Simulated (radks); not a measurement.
Question: W I, 74 electrons, occupied as [Xe] 4f14 5d4 6s1 7p1 (not the ground configuration). Calculated with a radial shooting solver on a logarithmic mesh with Libxc functionals: scalar-relativistic Kohn-Sham, PBE, spin-unpolarised, spherical densities, finite nucleus; Fermi nuclear charge, rms radius 5.3658 fm. Some entries of the table are withheld. Estimate them.

orbital,occ.,eigenvalue (Ry),<r^2> (bohr^2)
1s,2,-5106.310,0.0004631
2s,2,-881.6808,0.007121
2p,6,-771.2985,0.005891
3s,2,-203.3289,0.04622
3p,6,-170.6244,0.04698
3d,10,-132.9569,0.03897
4s,2,-42.22200,0.2282
4p,6,(1),0.2599
4d,10,-17.87458,0.3030
5s,2,-6.15916,1.281
5p,6,-3.52736,1.770
4f,14,(2),0.4645
6s,1,-0.69931,10.02
5d,4,-0.66274,4.653
7p,1,-0.07429,143.7

Answer: 
(1) 4p eigenvalue (Ry): -31.49094
(2) 4f eigenvalue (Ry): -2.79057
